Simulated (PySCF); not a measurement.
Isomers of C3H6N2Si and their computed core-level spectra.

Method used: delta-SCF UKS SCAN, pcX-2 on the ionised atom, pcseg-1 elsewhere, spin-free X2C in PySCF 2.14.0. Geometries: GFN2-xTB; isolated species, one conformer each.

Line lists (1s up to Mg, 2p3/2 beyond; areas count atoms within a level, one atom standing for each set equivalent by bonding):
1. C 1s: 290.23 (area 1), 291.03 (area 1), 291.77 (area 1) eV; N 1s: 404.19 (area 1), 406.75 (area 1) eV; Si 2p3/2: 106.40 eV
2. C 1s: 292.35 (area 1), 292.44 (area 1), 292.68 (area 1) eV; N 1s: 404.61 (area 1), 405.11 (area 1) eV; Si 2p3/2: 107.21 eV
3. C 1s: 290.54 (area 1), 290.87 (area 1), 291.35 (area 1) eV; N 1s: 404.87 (area 1), 405.23 (area 1) eV; Si 2p3/2: 107.70 eV
4. C 1s: 290.35 (area 1), 292.52 (area 1), 293.26 (area 1) eV; N 1s: 404.87 (area 1), 405.48 (area 1) eV; Si 2p3/2: 107.07 eV
5. C 1s: 291.11 (area 2), 291.69 (area 1) eV; N 1s: 405.00 (area 1), 405.12 (area 1) eV; Si 2p3/2: 107.72 eV

Structures:
A. `C=C[Si@@H](N)C#N`
B. `N#CC/C=N/[SiH3]`
C. `[SiH3]C1=CNC=N1`
D. `N(=C/C#N)/[SiH2]C`
E. `N#C[SiH]1CNC1`

Problem. Match each list to its structure.

Solution. 
- 1 = C: another candidate has the same counts of sites, so positions decide. C 1s: 290.23 substituted aromatic carbon, 291.03 aromatic CH next to a ring nitrogen, 291.77 aromatic CH next to a ring nitrogen; N 1s: 404.19 pyridine-type nitrogen, 406.75 pyrrole-type nitrogen; Si 2p3/2: 106.40 SiH3 silicon.
- 2 = B: another candidate has the same counts of sites, so positions decide. C 1s: 292.35 nitrile carbon, 292.44 sp3 carbon next to a nitrile, 292.68 C=N carbon; N 1s: 404.61 C=N nitrogen, 405.11 nitrile nitrogen; Si 2p3/2: 107.21 SiH3 silicon.
- 3 = A: another candidate has the same counts of sites, so positions decide. C 1s: 290.54 alkene CH carbon, 290.87 terminal =CH2 carbon, 291.35 cyano carbon; N 1s: 404.87 cyano nitrogen, 405.23 silicon-bound nitrogen; Si 2p3/2: 107.70 SiH silicon.
- 4 = D: another candidate has the same counts of sites, so positions decide. C 1s: 290.35 Si-methyl carbon, 292.52 nitrile carbon, 293.26 C=N carbon; N 1s: 404.87 C=N nitrogen, 405.48 nitrile nitrogen; Si 2p3/2: 107.07 SiH2 silicon.
- 5 = E: no other candidate has these counts of sites. C 1s: 291.11 sp3 carbon bound to nitrogen (×2), 291.69 cyano carbon; N 1s: 405.00 secondary amine nitrogen, 405.12 cyano nitrogen; Si 2p3/2: 107.72 SiH silicon.

The 2p values aren't plain energy differences: one relaxed spin-free 2p hole is combined with a matrix within the shell (ground-state 2p orbital-energy differences and spin–orbit coupling). 2p3/2, the mean of its two sublevels, lies a third of the splitting below the shell's mean and 2p1/2 two thirds above it; the statistical areas are 2:1.
